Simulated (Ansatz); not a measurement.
Zn(iPr)(OH) (C3H8OZn), SMILES [Zn]([OH])[CH](C)C. Atoms are numbered in the order given.

```xyz
13

Zn     0.1317     0.4088     0.6839
C     -0.0357    -0.7728    -0.8739
C     -0.3275    -2.2195    -0.4553
C      1.1912    -0.6863    -1.7901
H     -0.9107    -0.3940    -1.4337
H     -0.4613    -2.8695    -1.3414
H      0.5004    -2.6522     0.1321
H     -1.2423    -2.3058     0.1535
H      1.3778     0.3391    -2.1490
H      1.0656    -1.3278    -2.6835
H      2.1087    -1.0284    -1.2813
O      0.3663     1.3912     2.1597
H     -0.1133     2.2291     2.1758
```

Coordinates come from a B3LYP-D3(BJ)/def2-SVP optimisation. The structure was generated by enumeration; whether it is a known compound was not checked. The values are those of a single conformer.

Two levels are set side by side: PBE-D3(BJ)/def2-SVP (Ansatz, a program for electronic structure) and B3LYP-D3(BJ)/def2-SVP (Ansatz). Each level has its own optimised geometry; the coordinates shown are those of the second. Differences are taken from unrounded values.

```
quantity              B3LYP-D3(BJ)
--------------------  ------------
mean bond length (Å)         1.293
bond Zn1–C2 (Å)              1.962
bond Zn1–O12 (Å)             1.788
bond C2–C3 (Å)               1.534
bond C2–C4 (Å)               1.534
bond C2–H5 (Å)               1.106
bond C3–H6 (Å)               1.107
bond C3–H7 (Å)               1.103
bond C3–H8 (Å)               1.102
bond C4–H9 (Å)               1.102
bond C4–H10 (Å)              1.107
bond C4–H11 (Å)              1.103
bond O12–H13 (Å)             0.966
```

**Question.** What does PBE-D3(BJ) give, and how far is it from B3LYP-D3(BJ)? (The exact figures need the calculation; the answer reports its results.)

**Answer.** 
```
quantity              PBE-D3(BJ)  PBE-D3(BJ) minus B3LYP-D3(BJ)
--------------------  ----------  -----------------------------
mean bond length (Å)       1.298                          0.005
bond Zn1–C2 (Å)            1.955                         -0.008
bond Zn1–O12 (Å)           1.794                          0.006
bond C2–C3 (Å)             1.535                          0.001
bond C2–C4 (Å)             1.534                          0.001
bond C2–H5 (Å)             1.114                          0.008
bond C3–H6 (Å)             1.115                          0.008
bond C3–H7 (Å)             1.111                          0.007
bond C3–H8 (Å)             1.110                          0.007
bond C4–H9 (Å)             1.110                          0.007
bond C4–H10 (Å)            1.115                          0.008
bond C4–H11 (Å)            1.111                          0.007
bond O12–H13 (Å)           0.975                          0.009
```

GGA bonds tend to be longer and softer than those of functionals with exact exchange. Differences between two approximate levels are no errors against the true value.
